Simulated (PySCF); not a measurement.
Bond curve of InI

Set-up: basis In def2-SVP with ECP28, I def2-SVP with ECP28; scalar-relativistic core potentials; PySCF 2.14. Energies in eV from In + I in their ground configurations at the same level. State: ¹Σ⁺ (singlet), closed shell.

All columns are PW91. A positive dipole means In(−)I(+).

```csv
R (Å),E (eV),μ (D),Mulliken charge on In (basis-dependent),HOMO (eV),LUMO (eV),Mayer bond order,⟨S²⟩
2.404,-2.878,-0.77,0.11,-5.56,-2.23,1.36,0.00
2.515,-3.368,-1.50,0.18,-5.73,-2.34,1.29,0.00
2.627,-3.637,-2.23,0.23,-5.85,-2.46,1.23,0.00
2.711,-3.736,-2.76,0.27,-5.92,-2.55,1.19,0.00
2.795,-3.771,-3.29,0.31,-5.96,-2.64,1.15,0.00
2.879,-3.757,-3.80,0.34,-5.91,-2.73,1.11,0.00
2.991,-3.683,-4.46,0.37,-5.72,-2.85,1.07,0.00
3.130,-3.535,-5.25,0.40,-5.51,-2.99,1.03,0.00
3.298,-3.310,-6.13,0.43,-5.29,-3.15,0.98,0.00
3.522,-2.980,-7.22,0.46,-5.04,-3.35,0.94,0.00
```

A fit through these points gives, at Re = 2.809 Å, μ = -3.37 D and dμ/dR = -6.16 D/Å; the reduced mass is 60.3 u.

Problem. How strong is the fundamental in the double-harmonic approximation, I = 42.26·(dμ/dR)²/μred km/mol?

Solution. I = 42.26·(-6.16)²/60.3 = 26.6 km/mol at PW91.

Spin–orbit coupling is left out, which matters for elements this heavy, above all for dissociation energies.
